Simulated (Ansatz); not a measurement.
Compare A (`[SiH3]OCS[SiH3]`) with its isomer B (`CO[SiH2]S[SiH3]`).

Isolated molecules relaxed with PBE0-D4/def2-TZVP in Ansatz; ΔE leaves out vibrations. CBS: MP2 limit from def2 TZ/QZ plus the TZ coupled-cluster correction, frozen cores. DFT in def2-TZVPP. B3LYP here is the variant with VWN-RPA as its local correlation; programs differ in this. One conformer a species, not always the lowest.

Task: Which is lower in electronic energy at CCSD(T)/CBS, and by how much? (An estimate is asked.)

Result: Ansatz gave: B, by 123.8 kJ/mol.

Task: Give E(B) − E(A) in kJ/mol with PBE0-D4, B3LYP-D4, r2SCAN-D4, LDA (SPW92), B2PLYP, BLYP-D4, MP2/def2-TZVPP. (Best estimate.)

Result: Ansatz gave: PBE0-D4 -124.5, B3LYP-D4 -119.5, r2SCAN-D4 -125.1, LDA (SPW92) -118.1, B2PLYP -120.3, BLYP-D4 -115.1, MP2/def2-TZVPP -125.4. None reverses the order clearly.

Task: Does the order hold for the free energy at 298.15 K (harmonic terms from PBE0-D4)? (Best estimate.)

Result: Ansatz gave: Yes: G(B) − G(A) = -113.0 kJ/mol, for one conformer each. Modes under 60 cm⁻¹, often nearly free rotors, make the harmonic entropy too high.

Largest T1 diagnostic: 0.012.

At CCSD(T), def2-SVP lies +13.8 kJ/mol from the extrapolated value and def2-TZVPP +3.1 kJ/mol. From PBE to PBE0 (25 % exact exchange), in def2-TZVPP and without D4, E(B) − E(A) moves by −4.2 kJ/mol.
